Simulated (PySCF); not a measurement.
Job for PySCF: R-B3LYP/6-311+G** on CH4N2 (a complex), monomers drawn apart or pushed together.

```python
from pyscf import gto, scf, dft, mp
from pyscf.data.elements import chemcore

mol = gto.M(
    atom='''
    N    -0.31427800    0.02623652    0.01268526
    H    -1.18799914    0.43655034   -0.29924487
    H     0.43631362    0.58911489   -0.37307976
    H    -0.24708554   -0.89372789   -0.40943434
    C    -0.14049605   -0.13153821    3.47408566
    N    -0.08442936   -0.18238789    4.61926690
    H    -0.19395099   -0.08319432    2.39012478
    ''',
    basis='6-311+g**',
    charge=0, spin=0, verbose=3, max_memory=1800)
mf = dft.RKS(mol, xc='b3lyp')
mf.conv_tol = 1e-8
mf.max_cycle = 100
mf.kernel()
if not mf.converged:
    mf = mf.newton().run(mf.mo_coeff, mf.mo_occ)
```

Output:

```
converged SCF energy = -150.047383099127
```

The run converged.

Cost: roughly 4 core-seconds.
